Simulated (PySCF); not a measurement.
The PySCF input:
```python
from pyscf import gto, scf, dft

mol = gto.Mole()
mol.atom = '''
    C     2.551050   -0.855328   -0.703791
    C     1.120348   -1.095018   -0.555501
    N     0.196208   -0.180787   -0.029727
    Si    0.628044    1.431313    0.342755
    C    -1.167387   -0.623554   -0.023745
    C    -1.726549   -0.701079    1.372686
    C    -2.069157    0.273009   -0.926939
    H     3.079483   -0.796701    0.315333
    H     3.010054   -1.501342   -1.343782
    H     2.717297    0.248723   -1.099544
    H     0.853324   -2.108896   -0.662557
    H     0.851865    2.329066   -0.819295
    H    -0.470374    2.004017    1.174321
    H     1.817573    1.447645    1.260147
    H    -1.265382   -1.627423   -0.466741
    H    -2.756357   -1.244696    1.386894
    H    -1.851128    0.219186    1.821781
    H    -1.037859   -1.357146    2.015837
    H    -1.692127    0.290208   -1.897997
    H    -2.148354    1.244636   -0.496941
    H    -3.071038   -0.227150   -0.963875
'''
mol.basis = 'sto-3g'
mol.charge = 0
mol.spin = 1
mol.verbose = 4
mol.build()

mf = dft.UKS(mol)
mf.xc = 'pbe0'
mf.kernel()
g = mf.nuc_grad_method()
grad = g.kernel()
```

Question: Predict the number of basis functions from PySCF with PBE0/STO-3G, gradient.

Answer: 53

Question: What dipole moment does PBE0/STO-3G, gradient give?

Answer: 0.78 D

Question: Give the total energy at the level PBE0/STO-3G, gradient.

Answer: -536.2976 Eh

Question: Estimate the Mulliken (on the basis functions themselves) charges in atom order that PBE0/STO-3G, gradient returns for this input.

Answer: C1 -0.24, C2 -0.06, N3 -0.40, Si4 0.67, C5 0.03, C6 -0.23, C7 -0.26, H8 0.06, H9 0.10, H10 0.05, H11 0.06, H12 -0.12, H13 -0.12, H14 -0.12, H15 0.09, H16 0.07, H17 0.09, H18 0.07, H19 0.09, H20 0.08, H21 0.08

Question: What is the computed nuclear repulsion energy (PBE0/STO-3G, gradient)?

Answer: 399.7572 Eh

These values belong to the state on which the SCF converged, which isn't shown to be the lowest.
